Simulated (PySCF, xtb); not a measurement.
C4H4F2, SMILES C=C=CC(F)F.

xtb with GFN2-xTB at its own geometry gives an orbital gap of 5.39 eV and a dipole moment of 3.67 D.

Geometry optimised at r2SCAN-D4/def2-SVP. One conformer was computed; it need not be the lowest.

Question: What does PySCF with CAM-B3LYP/def2-TZVP give? (An estimate is asked for; the answer gives what the named calculation found.)

Answer: gap 10.35 eV (levels -9.61 and 0.74 eV), dipole 2.69 D.
